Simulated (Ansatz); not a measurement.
Cd(OMe)(GeH3) (CH6CdGeO), SMILES C[O][Cd][GeH3]. Atoms are numbered in the order given.

```xyz
10

Cd     0.7175    -0.0569    -0.7343
O      0.4593    -0.5653    -2.6342
C     -0.7372    -0.9628    -3.2325
H     -1.5325    -0.1864    -3.2043
H     -0.5549    -1.1834    -4.3029
H     -1.1741    -1.8857    -2.7929
Ge     1.2291     0.6117     1.6173
H      2.0010    -0.4898     2.3642
H      2.0784     1.8935     1.6720
H     -0.0662     0.8817     2.4026
```

Coordinates come from a r2SCAN-D4/def2-SVP optimisation. The def2 effective core potentials stand for the cores of Cd; spin–orbit coupling is left out. Other conformers were not sampled.

Two levels are set side by side: PBE-D3(BJ)/def2-SVP (Ansatz, a program for electronic structure) and r2SCAN-D4/def2-SVP (Ansatz). Each level has its own optimised geometry; the coordinates shown are those of the second. Differences are taken from unrounded values.

```json
[
 {"quantity": "mean bond length (Å)", "r2SCAN-D4": "1.536"},
 {"quantity": "bond Cd1–O2 (Å)", "r2SCAN-D4": "1.984"},
 {"quantity": "bond Cd1–Ge7 (Å)", "r2SCAN-D4": "2.498"},
 {"quantity": "bond O2–C3 (Å)", "r2SCAN-D4": "1.396"},
 {"quantity": "bond C3–H4 (Å)", "r2SCAN-D4": "1.112"},
 {"quantity": "bond C3–H5 (Å)", "r2SCAN-D4": "1.108"},
 {"quantity": "bond C3–H6 (Å)", "r2SCAN-D4": "1.112"},
 {"quantity": "bond Ge7–H8 (Å)", "r2SCAN-D4": "1.539"},
 {"quantity": "bond Ge7–H9 (Å)", "r2SCAN-D4": "1.539"},
 {"quantity": "bond Ge7–H10 (Å)", "r2SCAN-D4": "1.539"}
]
```

Task: What does PBE-D3(BJ) give, and how far is it from r2SCAN-D4? (Estimate from the structure and the level; the computed values follow.)

Result: 
```json
[
 {"quantity": "mean bond length (Å)", "PBE-D3(BJ)": "1.549", "PBE-D3(BJ) minus r2SCAN-D4": "0.013"},
 {"quantity": "bond Cd1–O2 (Å)", "PBE-D3(BJ)": "2.004", "PBE-D3(BJ) minus r2SCAN-D4": "0.020"},
 {"quantity": "bond Cd1–Ge7 (Å)", "PBE-D3(BJ)": "2.520", "PBE-D3(BJ) minus r2SCAN-D4": "0.022"},
 {"quantity": "bond O2–C3 (Å)", "PBE-D3(BJ)": "1.402", "PBE-D3(BJ) minus r2SCAN-D4": "0.006"},
 {"quantity": "bond C3–H4 (Å)", "PBE-D3(BJ)": "1.120", "PBE-D3(BJ) minus r2SCAN-D4": "0.008"},
 {"quantity": "bond C3–H5 (Å)", "PBE-D3(BJ)": "1.116", "PBE-D3(BJ) minus r2SCAN-D4": "0.008"},
 {"quantity": "bond C3–H6 (Å)", "PBE-D3(BJ)": "1.120", "PBE-D3(BJ) minus r2SCAN-D4": "0.008"},
 {"quantity": "bond Ge7–H8 (Å)", "PBE-D3(BJ)": "1.553", "PBE-D3(BJ) minus r2SCAN-D4": "0.015"},
 {"quantity": "bond Ge7–H9 (Å)", "PBE-D3(BJ)": "1.553", "PBE-D3(BJ) minus r2SCAN-D4": "0.015"},
 {"quantity": "bond Ge7–H10 (Å)", "PBE-D3(BJ)": "1.553", "PBE-D3(BJ) minus r2SCAN-D4": "0.015"}
]
```

On these quantities the two levels nearly agree.
